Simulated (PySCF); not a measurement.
## Gas-phase XPS of `FC[SiH]1OCCO1`, computed

Species: C₃H₇FO₂Si.
Cartesian coordinates in Å at the PBE0-D3(BJ)/def2-SVP level; atoms count from 1:
```
atom  x, y, z in Å
F1     2.837   -1.428   -0.881
C2     2.239   -0.358   -0.247
Si3    0.485   -0.819    0.268
O4    -0.190    0.332    1.283
C5    -1.199    1.042    0.587
C6    -1.710    0.130   -0.537
O7    -0.611   -0.642   -0.985
H8     2.835   -0.082    0.643
H9     2.235    0.515   -0.923
H10    0.485   -2.172    0.883
H11   -0.778    1.975    0.168
H12   -2.005    1.319    1.285
H13   -2.119    0.712   -1.378
H14   -2.511   -0.536   -0.164
```

Computed, not measured: delta-SCF UKS SCAN, pcX-2 on the ionised atom, pcseg-1 elsewhere, spin-free X2C in PySCF 2.14.0. Each binding energy is the total energy of the core-ionised species, with the hole localised on one atom, minus that of the ground state; both are solved self-consistently, so orbital relaxation is included.

Question: List the computed XPS lines with their assignment.

Answer: 
```csv
atom(s),bonded to,level,binding energy (eV),2p1/2 (eV),above the level's lowest (eV),count
F1,C,F 1s,692.53,–,0.00,1
C2,"F, 2 H and Si",C 1s,292.67,–,+0.06,1
Si3,"2 O, C and H",Si 2p3/2,107.82,108.44,0.00,1
Si3,"2 O, C and H",Si 1s,1847.79,–,0.00,1
O4/O7,C and Si,O 1s,538.26,–,0.00,2
C5/C6,"O, C and 2 H",C 1s,292.61,–,0.00,2
```

The 2 C 1s values lie within 0.06 eV of each other; Gaussian lines of 0.5 eV full width would blend them into one maximum.

Question: Which photon energy gives electrons from Si 1s of Si3 a kinetic energy of 100 eV, and what is their de Broglie wavelength?

Answer: hν = 1847.79 + 100 = 1947.79 eV, recoil neglected; λ = 12.264 Å/√(E/eV) = 1.23 Å.

Question: What is the longest wavelength that can ionise Si 1s of Si3 vertically?

Answer: λ = hc/E = 12398.42 eV Å / 1847.79 eV = 6.710 Å.

One atom of each set of topologically equivalent atoms was ionised and stands for the set; in this conformer not all members are related by symmetry, and their own values weren't computed. Spin–orbit and ligand-field terms were added within each 2p shell after the spin-free SCF. 2p1/2 minus 2p3/2 (ligand field included): Si 0.63 eV. Geometry: PBE0-D3(BJ)/def2-SVP, one conformer, isolated molecule.

The run took 89 s on an Arm Neoverse N1 with one thread, shared host, and the process peaked at 0.66 GiB of memory.
